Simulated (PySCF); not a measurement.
AsH⁺ at UHF-CCSD

Level: UHF-CCSD. As def2-TZVPPD, H def2-TZVPPD; no relativity (PySCF 2.14).

```
state                          : ²Π (doublet), unpaired electrons π ↑
bond length                    : 1.525 Å
harmonic wavenumber            : 2215 cm⁻¹
force constant                 : 2.87 mdyn/Å
rotational constant Be         : 7.290 cm⁻¹
anharmonicity ωexe             : 33.5 cm⁻¹
vibration–rotation constant αe : 0.188 cm⁻¹
well depth De to As⁺ + H       : 3.09 eV
dissociation energy D0         : 2.96 eV
```

Correlated steps freeze 9 core orbitals. Spin–orbit coupling is left out. For an ion De counts to the pair picked by the measured ionisation energies or electron affinities, which need not be the lowest pair at this level. The state is the lowest determinant that a PBE0 search found; another state may lie lower at other levels.
